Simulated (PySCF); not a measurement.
O⁺ (oxygen, charge +1) across methods

[He] 2s2 2p2 3d1, one real determinant (an excited configuration). Computed with PySCF 2.14 in aug-cc-pV5Z (7s6p5d4f3g2h, 127 functions), with no relativity, point nucleus.

```csv
method,E (hartree),mean ε 2s β (eV),mean ε 2p α (eV),mean ε 3d α (eV),Σ⟨r²⟩ (bohr²),⟨S²⟩
LDA,-72.9261,-46.464,-36.403,-3.202,17.51,3.751
PBE0,-73.4322,-48.814,-39.318,-3.907,17.67,3.752
UHF,-73.28732,-53.652,-47.229,-4.935,17.81,3.754
LC-wPBE,-73.4344,-51.968,-42.013,-5.587,17.55,3.751
r2SCAN,-73.4641,-47.037,-37.604,-3.307,17.77,3.753
TPSSh,-73.5109,-47.778,-37.998,-3.582,17.72,3.752
PBE,-73.4266,-46.655,-36.481,-3.455,17.66,3.751
TPSS,-73.5174,-46.953,-36.899,-3.412,17.72,3.752
```

⟨L²⟩ = 8.00 against 12 for a pure F term, so this real determinant mixes terms. The outer electron is Rydberg-like, and this basis confines it to a smaller radius and binds it less than a complete one would.
